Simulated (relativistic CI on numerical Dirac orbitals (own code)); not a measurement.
Hyperfine structure of Pd¹¹⁺, mass number 105

Computed by Dirac-Coulomb-Breit CI, KLI orbitals optimised for each configuration, model QED, unscaled Slater integrals (own radial code, finite nucleus).

CI space (outside the closed core [Ar] 3d10): 4s²4p⁵, 4s4p⁶, 4s²4p⁴4d, 4s4p⁵4d, 4s²4p⁴4f, 4s4p⁵4f, 4p⁶4d, 4s²4p⁴5s, 4s4p⁴4d², 4s²4p⁴5p, 4s²4p³4d4f, 4p⁵4d², 4p⁴4d³, 4p⁴4d²4f, 4p⁴4d²5s. Double excitations out of closed p, d and f shells are left out; levels of such configurations are missing from the list, as are those of other unlisted configurations, and high levels can miss mixing partners. These lack a partner that the ground configuration has and come out too high: 4s²4p⁴5p.

Nuclear spin I = 5/2, μ = -0.642 μN, Q = 0.66 b (tables of Stone and Pyykkö). The electronic factors are computed for point nuclear moments, without core polarisation or the Bohr-Weisskopf and QED corrections.

```csv
Level,E (cm⁻¹),A (MHz),B (MHz)
4s²4p⁵ ²P°3/2,0,-1557,-7380
4s²4p⁵ ²P°1/2,44999,-9157,
4s4p⁶ ²S1/2,305498,-26690,
4s²4p⁴4d ⁴D5/2,409187,-987.5,-1170
4s²4p⁴4d ⁴D3/2,410076,-1357,-1410
4s²4p⁴4d ⁴D7/2,412763,-682.6,-1490
4s²4p⁴4d ⁴D1/2,414343,-1786,
4s²4p⁴4d ⁴F9/2,431466,-826.5,5440
```

Levels with J = 0, under 50 % of one LS term, or S terms without an open s electron are left out. Small factors come from cancelling terms and can be off by tens of per cent or more.

At this charge energies of transitions that change n are usually good to better than 1 %, and those within a shell (Δn = 0) to a few per cent.

(1) Give the hyperfine levels of 4s²4p⁵ ²P°1/2 relative to its centre of gravity.

Answers

(1) With K = F(F + 1) − I(I + 1) − J(J + 1), E = AK/2: F = 2: 16020, F = 3: -11450 MHz.

LS names give the leading component of a level, which can be under half, so a name can repeat, a term be missing and a line seem to break the LS rules.
